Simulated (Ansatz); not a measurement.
Relaxation of a periodic cell of 19 atoms, PdC18 (surface graphene monolayer, adsorbate Pd), to a largest force component of 0.03 eV/Å in at most 60 steps.

Level of theory: Ansatz 0.2.0, DFT PBE, scalar-relativistic, plane waves, PAW. Settings: cutoff 420 eV, k mesh 2x2x1, gaussian smearing 0.05 eV, no spin polarisation.

```xyz
19
Lattice="7.3980 0.0000 0.0000 -3.6990 6.4069 0.0000 0.0000 0.0000 11.0000" Properties=species:S:1:pos:R:3
C 0.000 0.000 1.000
C 1.233 0.712 1.000
C -1.233 2.136 1.000
C 0.000 2.847 1.000
C -2.466 4.271 1.000
C -1.233 4.983 1.000
C 2.466 0.000 1.000
C 3.699 0.712 1.000
C 1.233 2.136 1.000
C 2.466 2.847 1.000
C 0.000 4.271 1.000
C 1.233 4.983 1.000
C 4.932 0.000 1.000
C 6.165 0.712 1.000
C 3.699 2.136 1.000
C 4.932 2.847 1.000
C 2.466 4.271 1.000
C 3.699 4.983 1.000
Pd 3.197 6.144 3.120
```

Where does it end, and by what steps?

The forces met the threshold. The force dipped under the threshold on the way, but the program's further checks kept it going. Limits of this set-up: slab without dipole correction. After 12 steps the energy has fallen by 0.147 eV; Pd19 moved furthest, 0.60 Å.

```tsv
step	energy less start (eV)	largest force component (eV/Å)	accepted
0	0.0000	0.717	yes
1	-0.0704	0.374	yes
2	-0.0948	0.251	yes
3	-0.0644	0.658	no
4	-0.1039	0.063	yes
5	-0.1051	0.205	yes
6	-0.1179	0.152	yes
7	-0.1360	0.185	yes
8	-0.1330	0.290	no
9	-0.1456	0.043	yes
10	-0.1467	0.025	yes
11	-0.1443	0.183	no
12	-0.1467	0.021	yes
```

```xyz
19
Lattice="7.3980 0.0000 0.0000 -3.6990 6.4069 0.0000 0.0000 0.0000 11.0000" Properties=species:S:1:pos:R:3
C 0.014 -0.037 1.122
C 1.255 0.682 1.020
C -1.233 2.118 1.020
C 0.011 2.816 0.963
C -2.463 4.240 0.980
C -1.224 4.949 0.977
C 2.469 -0.031 0.980
C 3.708 0.677 0.980
C 1.237 2.108 0.963
C 2.476 2.812 0.953
C 0.002 4.241 0.953
C 1.241 4.946 0.964
C 4.922 -0.035 1.020
C 6.163 0.684 1.122
C 3.702 2.105 0.977
C 4.941 2.813 0.980
C 2.467 4.238 0.963
C 3.711 4.935 1.020
Pd 3.087 6.732 3.162
```

Time of the run: 97 s on 1 thread of AMD EPYC 7R43 64-Core Processor (Zen 3), on a shared host, peak memory 0.69 GiB.
